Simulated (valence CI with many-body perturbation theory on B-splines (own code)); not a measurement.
Results of a calculation; reference values are marked as such.
# Basis-set convergence for Ag34+

Method: relativistic CI+MBPT: three valence electrons over a frozen Dirac-Fock core [Ne], a basis of 9 s, 9 p, 8 d, 6 f, 3 g, 1 h functions for each j, with the one-electron correlation potential Σ1, the two-electron term Σ2, the three-electron term Σ3, Breit, model QED; selected CI, second order for the rest, scaled by the run's own slope (own B-spline code, finite nucleus).

No measured spectrum was set against this ion. As an estimate, large intervals hold to a few tenths of a per cent, small ones and those within an open d or f shell to about a per cent.

The reference run has the lowest level (3s^2 3p1/2) J=1/2 and an ionisation energy of 2152.18 eV. Its largest variational space holds 8583 state functions.

Levels are named by their leading jj configuration (3d3/2^4 stands for four electrons in 3d with j = 3/2), which in mixed levels can hold well under half, so a name can repeat and another be missing. Letters in brackets count levels of one name in rising energy.

Changed runs:
A. basis 6 s, 6 p, 5 d, 3 f, 1 g
B. basis 5 s, 5 p, 4 d, 2 f

Excitation energies of the reference run in cm⁻¹, and shifts in cm⁻¹:

| Level | Reference | A | B |
| --- | --- | --- | --- |
| (3s^2 3p3/2) J=3/2 | 347302 | -12 | -27 |
| (3s 3p1/2^2) J=1/2 | 652675 | -54 | -184 |
| (3s 3p1/2 3p3/2) J=3/2 [a] | 897324 | -135 | -419 |
| (3s 3p1/2 3p3/2) J=5/2 | 967783 | -55 | -167 |
| (3s 3p1/2 3p3/2) J=3/2 [b] | 1073370 | +30 | +93 |
| (3s 3p1/2 3p3/2) J=1/2 | 1143430 | +99 | +328 |
| (3s 3p3/2^2) J=5/2 | 1272420 | -61 | -215 |
| (3s^2 3d3/2) J=3/2 | 1385480 | +245 | +765 |
| (3s 3p3/2^2) J=1/2 | 1493440 | +148 | +465 |
| (3s^2 3d5/2) J=5/2 | 1493500 | +300 | +989 |
| (3s 3p3/2^2) J=3/2 | 1534370 | +166 | +591 |
| (3p1/2^2 3p3/2) J=3/2 | 1759470 | -12 | -70 |
| Ionisation energy (eV) | 2152.18 | -0.017 | -0.05 |
